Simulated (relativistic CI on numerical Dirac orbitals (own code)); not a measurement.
# Os4+: 4d photoemission

Computed with this model: Dirac-Coulomb-Breit CI, KLI orbitals optimised for each configuration, a model potential for QED, multiplet model of photoemission in the sudden approximation, unscaled Slater integrals; configurations [Xe] 4f14 5d4 → [Kr] 4d9 4f14 5s2 5p6 5d4; 300 K; Lorentzian 2.45 eV and Gaussian 0.6 eV FWHM. Energies are those of the free ion, without screening or charge transfer. The energies are binding energies and can lie tens of eV above those of solids. S is read from ⟨S²⟩ = S(S + 1).

Field parameters in Wybourne normalisation: D3d B²₀ = −7Dσ, B⁴₀ = −14Dq − 21Dτ, B⁴₃ = −14√(10/7) Dq. The field is a parameter set, without covalency.

Computed curve for D3d, 10Dq = 35650, Dσ = -1200, Dτ = 400 cm⁻¹, scaled to 100 at the maximum (points under 2 are left out and the grid is thinned):

```json
{"Energy (eV)": "330.0", "Intensity": "2.1"}
{"Energy (eV)": "330.6", "Intensity": "2.3"}
{"Energy (eV)": "331.2", "Intensity": "2.6"}
{"Energy (eV)": "331.8", "Intensity": "3.0"}
{"Energy (eV)": "332.4", "Intensity": "3.5"}
{"Energy (eV)": "332.8", "Intensity": "3.9"}
{"Energy (eV)": "333.4", "Intensity": "4.7"}
{"Energy (eV)": "334.0", "Intensity": "5.7"}
{"Energy (eV)": "334.6", "Intensity": "7.1"}
{"Energy (eV)": "335.2", "Intensity": "9.0"}
{"Energy (eV)": "335.8", "Intensity": "11.8"}
{"Energy (eV)": "336.4", "Intensity": "16.2"}
{"Energy (eV)": "337.0", "Intensity": "23.4"}
{"Energy (eV)": "337.4", "Intensity": "30.9"}
{"Energy (eV)": "338.0", "Intensity": "48.7"}
{"Energy (eV)": "338.6", "Intensity": "75.6"}
{"Energy (eV)": "339.2", "Intensity": "98.2"}
{"Energy (eV)": "339.8", "Intensity": "93.1"}
{"Energy (eV)": "340.4", "Intensity": "69.9"}
{"Energy (eV)": "341.0", "Intensity": "49.1"}
{"Energy (eV)": "341.6", "Intensity": "34.1"}
{"Energy (eV)": "342.2", "Intensity": "24.1"}
{"Energy (eV)": "342.6", "Intensity": "19.6"}
{"Energy (eV)": "343.2", "Intensity": "14.9"}
{"Energy (eV)": "343.8", "Intensity": "12.0"}
{"Energy (eV)": "344.4", "Intensity": "10.1"}
{"Energy (eV)": "345.0", "Intensity": "8.9"}
{"Energy (eV)": "345.6", "Intensity": "8.2"}
{"Energy (eV)": "346.2", "Intensity": "7.7"}
{"Energy (eV)": "346.8", "Intensity": "7.4"}
{"Energy (eV)": "347.2", "Intensity": "7.3"}
{"Energy (eV)": "347.8", "Intensity": "7.4"}
{"Energy (eV)": "348.4", "Intensity": "7.3"}
{"Energy (eV)": "349.0", "Intensity": "7.2"}
{"Energy (eV)": "349.6", "Intensity": "7.1"}
{"Energy (eV)": "350.2", "Intensity": "7.5"}
{"Energy (eV)": "350.8", "Intensity": "8.3"}
{"Energy (eV)": "351.4", "Intensity": "9.8"}
{"Energy (eV)": "351.8", "Intensity": "11.4"}
{"Energy (eV)": "352.4", "Intensity": "15.2"}
{"Energy (eV)": "353.0", "Intensity": "21.7"}
{"Energy (eV)": "353.6", "Intensity": "33.0"}
{"Energy (eV)": "354.2", "Intensity": "50.0"}
{"Energy (eV)": "354.8", "Intensity": "63.9"}
{"Energy (eV)": "355.4", "Intensity": "59.6"}
{"Energy (eV)": "356.0", "Intensity": "44.1"}
{"Energy (eV)": "356.6", "Intensity": "29.7"}
{"Energy (eV)": "357.0", "Intensity": "22.7"}
{"Energy (eV)": "357.6", "Intensity": "15.7"}
{"Energy (eV)": "358.2", "Intensity": "11.4"}
{"Energy (eV)": "358.8", "Intensity": "8.8"}
{"Energy (eV)": "359.4", "Intensity": "7.1"}
{"Energy (eV)": "360.0", "Intensity": "5.9"}
{"Energy (eV)": "360.6", "Intensity": "5.1"}
{"Energy (eV)": "361.2", "Intensity": "4.4"}
{"Energy (eV)": "361.6", "Intensity": "3.9"}
{"Energy (eV)": "362.2", "Intensity": "3.4"}
{"Energy (eV)": "362.8", "Intensity": "2.9"}
{"Energy (eV)": "363.4", "Intensity": "2.4"}
{"Energy (eV)": "364.0", "Intensity": "2.1"}
```

The ground state has S = 1.05, and the centroid lies at 345.78 eV.
